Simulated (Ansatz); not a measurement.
Consider the ligand exchange at the Si–C bond: `C[SiH2]C1C=N1` + `[NH2][GeH3]` → `C[SiH2][NH][GeH3]` + `C1=NC1`.

Program: Ansatz. Geometries: PBE0-D4/def2-TZVP. ΔE: electronic, gas phase. CCSD(T)/CBS adds triple-zeta CCSD(T) − MP2 to the extrapolated MP2 energy (def2 sets, frozen cores). Functionals use def2-TZVPP. B3LYP here is the variant with VWN-RPA as its local correlation; programs differ in this. For Ge outer-core shells are correlated without core-valence functions, which leaves a few kJ/mol of doubt a bond. Scalar relativity is left out up to krypton. One conformer a species, not always the lowest.

(1) Is it downhill or uphill in electronic energy at CCSD(T)/CBS, and by how much? (Estimate.)

(2) What do these levels give: revPBE-D4, BLYP-D4, B3LYP-D4, r2SCANh-D4, CAM-B3LYP-D4, PBE0, r2SCANh, BHLYP, HF/def2-SVP, MP2/def2-SVP, CCSD(T)/def2-TZVPP, MP2/CBS(def2)? (Estimate.)

Largest T1 diagnostic among the species: 0.012.

Answers

(1) The calculation gave: Downhill: ΔE = -0.69 eV.

(2) Ansatz gave: revPBE-D4 -0.58, BLYP-D4 -0.63, B3LYP-D4 -0.69, r2SCANh-D4 -0.68, CAM-B3LYP-D4 -0.72, PBE0 -0.65, r2SCANh -0.67, BHLYP -0.75, HF/def2-SVP -0.81, MP2/def2-SVP -0.69, CCSD(T)/def2-TZVPP -0.70, MP2/CBS(def2) -0.69 eV.

From PBE to PBE0 (25 % exact exchange), in def2-TZVPP and without D4, ΔE moves by −0.06 eV. In def2-TZVPP, CCSD(T) changes the Hartree–Fock value by +0.12 eV (the triples alone add +0.03 eV) and MP2 by +0.12 eV.
